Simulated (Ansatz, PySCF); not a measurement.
C2H8BeN2, singlet, at a GFN2-xTB geometry (such geometries of metal compounds can be far from the true shape). Base run: CASSCF(2,4)/STO-3G run with PySCF.

PySCF was given this input:
```python
from pyscf import gto, scf, mcscf
import numpy

mol = gto.Mole()
mol.atom = '''
    Be    0.683012    0.574027   -0.519698
    N     1.685899    1.416888   -1.282785
    H     2.644718    1.592158   -1.033863
    H     1.529360    1.915883   -2.142153
    N    -0.321576   -0.270263    0.244684
    C    -1.199671    0.228065    1.273938
    C    -0.530813   -1.682424    0.042771
    H    -2.253600    0.071640    1.003799
    H    -1.020785   -0.286177    2.228802
    H    -1.033179    1.292247    1.417227
    H    -0.334412   -2.246695    0.965395
    H    -1.567227   -1.888878   -0.259608
    H     0.135712   -2.046510   -0.734352
'''
mol.basis = 'sto-3g'
mol.charge = 0
mol.spin = 0
mol.verbose = 3
mol.build()

mf = scf.RHF(mol)
mf.kernel()
mc = mcscf.CASSCF(mf, 4, 2)
mc.fix_spin_(ss=0.0)
mc.kernel()
occ = numpy.linalg.eigvalsh(mc.fcisolver.make_rdm1(mc.ci, mc.ncas, mc.nelecas))[::-1]
ss = mc.fcisolver.spin_square(mc.ci, mc.ncas, mc.nelecas)[0]
print('natural occupations', occ.round(4), ' <S^2>', round(ss, 4))
```

Programs used: Ansatz (a quantum-chemistry and plane-wave program), PySCF; a row that names a program was run with it.

Each row names what was changed in the base input (with any setting that the change needs).

```json
[
 {"change": "base", "ΔE vs base (kcal/mol)": "0.000", "natural occupations": "1.98 0.02 0.00 0.00", "<S^2> of the state": "0.00", "outcome": "converged"},
 {"change": "solver = newton", "ΔE vs base (kcal/mol)": "0.000", "natural occupations": "1.98 0.02 0.00 0.00", "<S^2> of the state": "0.00", "outcome": "converged"},
 {"change": "active space = 6 electrons, 5 orbitals", "ΔE vs base (kcal/mol)": "-", "natural occupations": "-", "<S^2> of the state": "-", "outcome": "not converged"},
 {"change": "active space = 6 electrons, 8 orbitals", "ΔE vs base (kcal/mol)": "-18.86", "natural occupations": "1.98 1.98 1.97 0.03 0.02 0.01 0.00 0.00", "<S^2> of the state": "0.00", "outcome": "converged"},
 {"change": "correction = SC-NEVPT2", "ΔE vs base (kcal/mol)": "-143.9", "natural occupations": "1.98 0.02 0.00 0.00", "<S^2> of the state": "0.00", "outcome": "converged"},
 {"change": "code = ansatz; correction = SC-NEVPT2, all electrons", "ΔE vs base (kcal/mol)": "-143.0", "natural occupations": "-", "<S^2> of the state": "-", "outcome": "converged"},
 {"change": "code = ansatz", "ΔE vs base (kcal/mol)": "-4.94", "natural occupations": "-", "<S^2> of the state": "-", "outcome": "converged"},
 {"change": "active space = 4 electrons, 3 orbitals", "ΔE vs base (kcal/mol)": "-", "natural occupations": "-", "<S^2> of the state": "-", "outcome": "not converged"},
 {"change": "start = MP2 natural orbitals", "ΔE vs base (kcal/mol)": "0.000", "natural occupations": "1.98 0.02 0.00 0.00", "<S^2> of the state": "0.00", "outcome": "converged"},
 {"change": "active space = 4 electrons, 4 orbitals", "ΔE vs base (kcal/mol)": "-6.00", "natural occupations": "1.99 1.98 0.02 0.01", "<S^2> of the state": "0.00", "outcome": "converged"},
 {"change": "active space = 10 electrons, 9 orbitals", "ΔE vs base (kcal/mol)": "-31.78", "natural occupations": "2.00 1.98 1.98 1.97 1.97 0.03 0.03 0.03 0.01", "<S^2> of the state": "0.00", "outcome": "converged"}
]
```

Active orbitals are taken around the Fermi level unless the row says otherwise; CASSCF can end in different local minima, and two programs can end on different orbitals. State-averaged rows give the lowest state.
